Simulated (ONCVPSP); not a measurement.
tellurium (Te): variants of one ONCV potential

Base potential:

```json
{
  "Element": "tellurium",
  "Generator": "ONCVPSP 4.0.1",
  "Type": "optimised norm-conserving Vanderbilt (ONCV)",
  "Functional": "PBEsol",
  "Relativity": "fully relativistic",
  "Frozen core": "[Ar] 3d10",
  "Valence charge": "24",
  "Reference configuration": "4s2 4p6 4d10 5s2 5p3.5 (charge +0.5)",
  "Partial waves": "4s+5s: rc 1.20 bohr, ncon 4, nbas 7, qcut 8 1/bohr, 3 projectors, debl 2.4 Ha; 4p+5p: rc 1.60 bohr, ncon 5, nbas 8, qcut 9.4 1/bohr, 2 projectors; 4d: rc 1.00 bohr, ncon 5, nbas 10, qcut 10.2 1/bohr, 1 projector",
  "Local potential": "polynomial inside 0.70 bohr (lpopt 5, dvloc0 0 Ha)",
  "Core correction": "none"
}
```

Open shells are filled in proportion to 2j + 1.

Cutoffs, loose and tight: the cutoffs (Ha) at which the residual kinetic energy of the hardest occupied pseudo-wave falls to 1 and 0.1 mHa per electron. They do not see the model core or the augmentation charge, which bear on the density cutoff. Test errors are all-electron minus pseudo excitation energies from the reference, over the configurations 4s2 4p6 4d10 5s2 5p4; 4s2 4p6 4d10 5s2 5p3; 4s2 4p6 4d10 5s2 5p2; 4s2 4p6 4d10 5s1 5p5. A dash means not determined; rows that change the core or the reference have their own tests.

A true bound ghost makes a file unfit for plane-wave use even where its test errors are small: the radial tests pick states by their node count and pass the ghost by.

| change | outcome | cutoff, loose | cutoff, tight | bound ghosts | GHOST(+) flags above zero | largest test error (meV) |
| --- | --- | --- | --- | --- | --- | --- |
| base | generated | 52 Ha | 141 Ha | none | s | +0.4 |
| s: qcut 5.1 | generated | 81 Ha | 141 Ha | s | s | +0.5 |
| s: qcut 5.5 | generated | 81 Ha | 141 Ha | s | s | +0.5 |
| s: qcut 7.8 | generated | 52 Ha | 141 Ha | none | s | +0.4 |
| s: qcut 8.3 | generated | 52 Ha | 141 Ha | none | s | +0.4 |
| s: qcut 9.4 | generated | 52 Ha | 141 Ha | none | s | +0.4 |
| s: qcut 10 | generated | 52 Ha | 141 Ha | none | s | +0.3 |
| s: qcut 10.9 | generated | 52 Ha | 141 Ha | none | s | +0.3 |
| s: qcut 12 | generated | 52 Ha | 141 Ha | none | s | +0.2 |

Q: What comes out with this change to the base: s: qcut 6.8?

A: outcome: generated; cutoff, loose: 74 Ha; cutoff, tight: 141 Ha; bound ghosts: none; GHOST(+) flags above zero: s; largest test error (meV): +0.4.

Reading the sweep of the qcut of the s channel (base included, trends over the rows without a ghost): The loose cutoff falls from 74 Ha at 6.8 to 52 Ha at 12 1/bohr. The median size of the test errors (rows with all tests solved) stays near 0.2 meV. Bound ghosts are found at 5.1, 5.5 1/bohr.
